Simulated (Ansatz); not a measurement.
## Nudged elastic band run: AlCl₂H₃O₂

Input:

```yaml
crystal:
  periodic: [false, false, false]
  atoms:
    - { symbol: Al, position_ang: [-0.682835, -0.862502, 0.137801] }
    - { symbol: H, position_ang: [-2.182591, -0.337663, 0.178057] }
    - { symbol: Cl, position_ang: [-0.131268, -2.49843, -1.088315] }
    - { symbol: Cl, position_ang: [0.519687, -0.628271, 1.934667] }
    - { symbol: H, position_ang: [-0.471841, 1.59221, -0.598126] }
    - { symbol: O, position_ang: [0.070875, 0.783331, -0.740702] }
    - { symbol: O, position_ang: [1.413778, 1.188996, -0.365442] }
    - { symbol: H, position_ang: [1.464097, 0.76223, 0.542261] }
basis:
  gaussian: { orbitals: def2-SVP }
hamiltonian:
  xc: pbe
neb:
  order_check: false
  images: 2
  f_tol: 0.05
  max_iterations: 60
  climbing: false
  final_atoms:
    - { symbol: Al, position_ang: [0.09324975, -0.43173928, 0.0306568] }
    - { symbol: H, position_ang: [-2.08167273, 0.34680546, 0.17441715] }
    - { symbol: Cl, position_ang: [-0.18968676, -2.05434335, -1.27982131] }
    - { symbol: Cl, position_ang: [-0.06800193, -0.68826437, 2.12225634] }
    - { symbol: H, position_ang: [-2.10985216, 0.00021833, -0.51811739] }
    - { symbol: O, position_ang: [0.43026647, 1.21245216, -0.58049467] }
    - { symbol: O, position_ang: [1.78856538, 0.5471456, -0.35391102] }
    - { symbol: H, position_ang: [2.13703398, 1.06762645, 0.4052151] }
  initial_path:
    images:
      - { positions_ang: [[-0.682835, -0.862502, 0.137801], [-2.182591, -0.337663, 0.178057], [-0.131268, -2.49843, -1.088315], [0.519687, -0.628271, 1.934667], [-0.471841, 1.59221, -0.598126], [0.070875, 0.783331, -0.740702], [1.413778, 1.188996, -0.365442], [1.464097, 0.76223, 0.542261]] }
      - { positions_ang: [[-0.49429622, -1.09125129, 0.24917471], [-1.85529485, 0.0696138, -0.00133636], [-0.37879893, -2.55670937, -1.13541358], [0.04014909, -1.09063563, 2.18575365], [-0.7650225, 1.07251129, -0.42796533], [0.26827612, 0.74274051, -0.48455083], [1.45991023, 1.38927447, -0.62102502], [1.72497905, 1.46435723, 0.23556375]] }
      - { positions_ang: [[-0.2356013, -0.94766372, 0.21345998], [-1.82165542, 0.29776995, -0.00254964], [-0.39827184, -2.40868049, -1.19924902], [-0.15574722, -1.11063342, 2.24828343], [-1.31102622, 0.5418474, -0.40129579], [0.38807328, 0.88578089, -0.43114838], [1.58483935, 1.17532433, -0.61718136], [1.94929138, 1.56615605, 0.18988179]] }
      - { positions_ang: [[0.09324975, -0.43173928, 0.0306568], [-2.08167273, 0.34680546, 0.17441715], [-0.18968676, -2.05434335, -1.27982131], [-0.06800193, -0.68826437, 2.12225634], [-2.10985216, 0.00021833, -0.51811739], [0.43026647, 1.21245216, -0.58049467], [1.78856538, 0.5471456, -0.35391102], [2.13703398, 1.06762645, 0.4052151]] }
```

Run as:

```bash
$ ansatz run input.yaml --threads 2 --pin off --max-ram 3072MiB --backend cpu --events-out ev --progress --plain --runs-dir out
```

Output, in part (warnings, iteration lines, the closing report on the highest movable image, with atoms numbered from 0):

```
NEB end point (image 0): max|allowed force component| = 4.557e-3 eV/Å (the criterion of neb.relax_end_points is 1.000e-2)
NEB end point (image 3): max|allowed force component| = 9.757e-3 eV/Å (the criterion of neb.relax_end_points is 1.000e-2)
NEB iter   1: max|band force component| = 9.079e0 eV/Å  barrier→ = 1.9893 eV  barrier← = 2.1130 eV  Δτ_max = 0.1954 Å  (105 SCF iters)
NEB iter   2: max|band force component| = 3.862e0 eV/Å  barrier→ = 0.7197 eV  barrier← = 0.8434 eV  Δτ_max = 0.1921 Å  (69 SCF iters)
NEB iter   3: max|band force component| = 3.138e0 eV/Å  barrier→ = 0.5087 eV  barrier← = 0.6323 eV  Δτ_max = 0.0894 Å  (61 SCF iters)
NEB iter   4: max|band force component| = 1.226e0 eV/Å  barrier→ = 0.4264 eV  barrier← = 0.5500 eV  Δτ_max = 0.1757 Å  (56 SCF iters)
NEB iter   5: max|band force component| = 7.859e-1 eV/Å  barrier→ = 0.3312 eV  barrier← = 0.4548 eV  Δτ_max = 0.0985 Å  (61 SCF iters)
NEB iter   6: max|band force component| = 3.778e-1 eV/Å  barrier→ = 0.2832 eV  barrier← = 0.4068 eV  Δτ_max = 0.1900 Å  (58 SCF iters)
NEB iter   7: max|band force component| = 4.011e-1 eV/Å  barrier→ = 0.2508 eV  barrier← = 0.3745 eV  Δτ_max = 0.0849 Å  (60 SCF iters)
NEB iter   8: max|band force component| = 3.059e-1 eV/Å  barrier→ = 0.2555 eV  barrier← = 0.3791 eV  Δτ_max = 0.0489 Å  (57 SCF iters)
NEB iter   9: max|band force component| = 1.464e-1 eV/Å  barrier→ = 0.2514 eV  barrier← = 0.3751 eV  Δτ_max = 0.0231 Å  (56 SCF iters)
NEB iter  10: max|band force component| = 3.644e-2 eV/Å  barrier→ = 0.2566 eV  barrier← = 0.3802 eV  Δτ_max = 0.0000 Å  (112 SCF iters)
Total energy: -35755.19488062 eV, -1313.9791761211 hartree
Atom 0 at    -0.127464    -0.731828     0.246167 Å, force     0.226368     0.077069    -0.053264 eV/Å
Atom 1 at    -2.035560     0.197828    -0.118871 Å, force     0.010182     0.131374    -0.079988 eV/Å
Atom 2 at    -0.226421    -2.292686    -1.155971 Å, force    -0.030192     0.025382    -0.015031 eV/Å
Atom 3 at    -0.064285    -1.245281     2.287292 Å, force    -0.066622     0.030333    -0.009449 eV/Å
Atom 4 at    -1.526326     0.703836    -0.469680 Å, force    -0.384688    -0.243961     0.142524 eV/Å
Atom 5 at     0.263747     0.933153    -0.219396 Å, force     0.063533     0.048498    -0.038635 eV/Å
Atom 6 at     1.684621     0.874730    -0.589277 Å, force     0.113605    -0.062207     0.049288 eV/Å
Atom 7 at     2.031589     1.560149     0.019937 Å, force     0.067814    -0.006488     0.004556 eV/Å
Dipole moment:    -0.061171     0.390614     0.095973 e Å
```

The forces met the threshold. No image climbed, so the highest image needn't sit at the top of the path. A band with more images between the same ends climbed to 0.74 eV, so this one has probably stepped over the top. So few images can step over the top or miss a turn of the path. The orbitals stay closed-shell, which can raise the energy where a bond breaks towards radicals; this wasn't checked here.

Final band (atoms are numbered from 1 in the order of the input):

```
image  path coordinate (Å)  energy (kJ/mol)  Al1–H2 (Å)  H5–O6 (Å)  Al1–O7 (Å)
    0                 0.00              0.0        1.59       0.98        2.98
    1                 1.52             18.3        1.61       0.99        3.06
    2                 3.05             24.8        2.15       1.82        2.56
    3                 4.57            -11.9        2.31       2.82        2.00
```

The run took 38 s on 2 threads of Arm Neoverse V1, on a shared host, peak memory 0.14 GiB.
